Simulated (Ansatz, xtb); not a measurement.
**Ligand exchange: C2H6AlBr + HOF → C2H7AlO + BrF**

Species: C2H6AlBr `C[CH2][AlH][Br]`, singlet; HOF (hypofluorous acid) `OF`, singlet; C2H7AlO `C[CH2][AlH][OH]`, singlet; BrF (bromine fluoride), singlet. The partners trade Br for OH: Al–Br and F–OH bonds give way to Al–OH and F–Br.

Shapes, held fixed at every level: PBE0-D4/def2-TZVP. Flexible molecules stand in one conformer, not always the lowest. Programs: Ansatz 0.2.0, xtb 6.7.1. The zero-point and thermal change to 298 K, harmonic and unscaled (PBE0-D4/def2-TZVP), is -1.1 kJ/mol.

**Question.** Estimate ΔH(298 K) of this reaction.

**Answer.** The highest level, CCSD(T)/def2-TZVPP, gives ΔH(298 K) = -142.0 kJ/mol; the levels span -169.4 to -135.3. The column of differences is taken from that level and isn't an error. No measured value is set beside it here. Relativity is left out for Br. Outer-core shells of Br are correlated, in sets that cover them unevenly. Times are processor times on shared x86 and Arm servers, and rough.

```json
{"level": "GFN1-xTB", "kind": "semi-empirical", "ΔH(298 K) (kJ/mol)": "-169.4", "less CCSD(T)/def2-TZVPP": "-27.4", "CPU time (sum over the molecules)": "0.17 s"}
{"level": "HF/def2-TZVPP", "kind": "Hartree–Fock", "ΔH(298 K) (kJ/mol)": "-148.0", "less CCSD(T)/def2-TZVPP": "-6.0", "CPU time (sum over the molecules)": "–"}
{"level": "PBE-D4/def2-TZVPP", "kind": "GGA", "ΔH(298 K) (kJ/mol)": "-135.3", "less CCSD(T)/def2-TZVPP": "+6.7", "CPU time (sum over the molecules)": "11 s"}
{"level": "B3LYP-D4/def2-TZVPP", "kind": "global hybrid", "ΔH(298 K) (kJ/mol)": "-149.3", "less CCSD(T)/def2-TZVPP": "-7.3", "CPU time (sum over the molecules)": "19 s"}
{"level": "wB97M-V/def2-TZVPP", "kind": "range-separated hybrid", "ΔH(298 K) (kJ/mol)": "-145.4", "less CCSD(T)/def2-TZVPP": "-3.4", "CPU time (sum over the molecules)": "42 s"}
{"level": "wB97X-V/def2-TZVPP", "kind": "range-separated hybrid", "ΔH(298 K) (kJ/mol)": "-141.8", "less CCSD(T)/def2-TZVPP": "+0.2", "CPU time (sum over the molecules)": "30 s"}
{"level": "CCSD/def2-TZVPP", "kind": "coupled cluster or CI", "ΔH(298 K) (kJ/mol)": "-144.8", "less CCSD(T)/def2-TZVPP": "-2.8", "CPU time (sum over the molecules)": "–"}
{"level": "CCSD(T)/def2-TZVPP", "kind": "coupled cluster or CI", "ΔH(298 K) (kJ/mol)": "-142.0", "less CCSD(T)/def2-TZVPP": "0.0", "CPU time (sum over the molecules)": "4.8 min"}
```
